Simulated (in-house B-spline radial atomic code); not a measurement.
The outermost shell (largest non-relativistic mean radius) with and without relativity; Dirac values are averaged over j. Computed with a radial B-spline atomic code at the basis-set limit: non-relativistic Hartree-Fock and Dirac-Hartree-Fock, averages of the configuration (point nuclei without relativity, finite nuclei with it).

```json
{"ion": "Cu", "configuration": "[Ar] 3d10 4s1", "outermost shell": "4s", "radius non-relativistic (bohr)": "3.3311", "radius Dirac (bohr)": "3.2615", "radius change (%)": "-2.0901", "level non-relativistic (eV)": "-6.490", "level Dirac (eV)": "-6.6606", "spin-orbit splitting (eV)": "-"}
{"ion": "Zn", "configuration": "[Ar] 3d10 4s2", "outermost shell": "4s", "radius non-relativistic (bohr)": "2.8977", "radius Dirac (bohr)": "2.8484", "radius change (%)": "-1.7031", "level non-relativistic (eV)": "-7.960", "level Dirac (eV)": "-8.1263", "spin-orbit splitting (eV)": "-"}
{"ion": "Ga", "configuration": "[Ar] 3d10 4s2 4p1", "outermost shell": "?", "radius non-relativistic (bohr)": "?", "radius Dirac (bohr)": "?", "radius change (%)": "?", "level non-relativistic (eV)": "?", "level Dirac (eV)": "?", "spin-orbit splitting (eV)": "?"}
{"ion": "Ge", "configuration": "[Ar] 3d10 4s2 4p2", "outermost shell": "?", "radius non-relativistic (bohr)": "?", "radius Dirac (bohr)": "?", "radius change (%)": "?", "level non-relativistic (eV)": "?", "level Dirac (eV)": "?", "spin-orbit splitting (eV)": "?"}
{"ion": "As", "configuration": "[Ar] 3d10 4s2 4p3", "outermost shell": "4p", "radius non-relativistic (bohr)": "2.5611", "radius Dirac (bohr)": "2.5545", "radius change (%)": "-0.25801", "level non-relativistic (eV)": "-8.983", "level Dirac (eV)": "-8.953", "spin-orbit splitting (eV)": "0.2844"}
{"ion": "Se", "configuration": "[Ar] 3d10 4s2 4p4", "outermost shell": "4p", "radius non-relativistic (bohr)": "2.3089", "radius Dirac (bohr)": "2.3017", "radius change (%)": "-0.30853", "level non-relativistic (eV)": "-10.681", "level Dirac (eV)": "-10.653", "spin-orbit splitting (eV)": "0.41046"}
{"ion": "Br", "configuration": "[Ar] 3d10 4s2 4p5", "outermost shell": "4p", "radius non-relativistic (bohr)": "2.1116", "radius Dirac (bohr)": "2.1042", "radius change (%)": "-0.35136", "level non-relativistic (eV)": "-12.438", "level Dirac (eV)": "-12.413", "spin-orbit splitting (eV)": "0.56128"}
{"ion": "Kr", "configuration": "[Ar] 3d10 4s2 4p6", "outermost shell": "4p", "radius non-relativistic (bohr)": "1.9516", "radius Dirac (bohr)": "1.944", "radius change (%)": "-0.39106", "level non-relativistic (eV)": "-14.264", "level Dirac (eV)": "-14.243", "spin-orbit splitting (eV)": "0.73927"}
{"ion": "Rb", "configuration": "[Kr] 5s1", "outermost shell": "5s", "radius non-relativistic (bohr)": "5.6319", "radius Dirac (bohr)": "5.545", "radius change (%)": "-1.5427", "level non-relativistic (eV)": "-3.752", "level Dirac (eV)": "-3.8108", "spin-orbit splitting (eV)": "-"}
```

(1) Fill in the row of Ga.

(2) Fill in the row of Ge.

(3) Which member changes most?

Answers

(1) outermost shell: 4p; radius non-relativistic (bohr): 3.4243; radius Dirac (bohr): 3.4226; radius change (%): -0.04723; level non-relativistic (eV): -5.674; level Dirac (eV): -5.6364; spin-orbit splitting (eV): 0.098205.

(2) outermost shell: 4p; radius non-relativistic (bohr): 2.9039; radius Dirac (bohr): 2.8984; radius change (%): -0.18726; level non-relativistic (eV): -7.329; level Dirac (eV): -7.296; spin-orbit splitting (eV): 0.18095.

(3) Copper (Cu): its 4s shell contracts by 2.1 %.
